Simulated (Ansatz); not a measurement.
BFH₅NSi, SMILES `NB(F)[SiH3]`, relaxed with RKS PBE-D4/def2-SVP in Ansatz 0.2.0 from a rough embedded geometry. The force threshold is 0.03 eV/Å; the program also tests the step.

Charge 0, multiplicity 1.

Start:

```xyz
9

N     1.035    0.414    1.215
B    -0.103    0.593    0.308
F    -0.775    1.840    0.299
Si   -0.729   -0.769   -0.825
H     1.251    1.271    1.753
H     1.930    0.192    0.640
H    -1.126   -1.961   -0.004
H    -1.869   -0.340   -1.609
H     0.387   -1.240   -1.775
```

```json
{"step": "1", "energy (eV)": "-12828.0012", "largest force (eV/Å)": "3.161", "largest move (Å)": "0.000"}
{"step": "2", "energy (eV)": "-12828.4188", "largest force (eV/Å)": "2.243", "largest move (Å)": "0.198"}
{"step": "3", "energy (eV)": "-12828.6942", "largest force (eV/Å)": "0.622", "largest move (Å)": "0.199"}
{"step": "4", "energy (eV)": "-12828.7748", "largest force (eV/Å)": "0.460", "largest move (Å)": "0.131"}
{"step": "5", "energy (eV)": "-12828.8009", "largest force (eV/Å)": "0.448", "largest move (Å)": "0.135"}
{"step": "6", "energy (eV)": "-12828.8182", "largest force (eV/Å)": "0.088", "largest move (Å)": "0.157"}
{"step": "7", "energy (eV)": "-12828.8228", "largest force (eV/Å)": "0.036", "largest move (Å)": "0.086"}
{"step": "8 (rejected)", "energy (eV)": "-12828.8167", "largest force (eV/Å)": "0.284", "largest move (Å)": "0.196"}
{"step": "9", "energy (eV)": "-12828.8248", "largest force (eV/Å)": "0.030", "largest move (Å)": "0.072"}
{"step": "10", "energy (eV)": "-12828.8252", "largest force (eV/Å)": "0.102", "largest move (Å)": "0.098"}
{"step": "11", "energy (eV)": "-12828.8256", "largest force (eV/Å)": "0.072", "largest move (Å)": "0.016"}
{"step": "12", "energy (eV)": "-12828.8265", "largest force (eV/Å)": "0.010", "largest move (Å)": "0.011"}
```

End:

```xyz
9

N     1.187    0.775    0.863
B    -0.155    0.598    0.499
F    -1.082    1.408    1.065
Si   -0.730   -0.829   -0.840
H     1.485    1.487    1.534
H     1.946    0.209    0.484
H    -1.669   -1.830   -0.214
H    -1.444   -0.226   -2.023
H     0.462   -1.592   -1.367
```

Run time 16 s (2 threads of an Arm Neoverse V2 on a shared host); peak host memory 0.14 GiB.
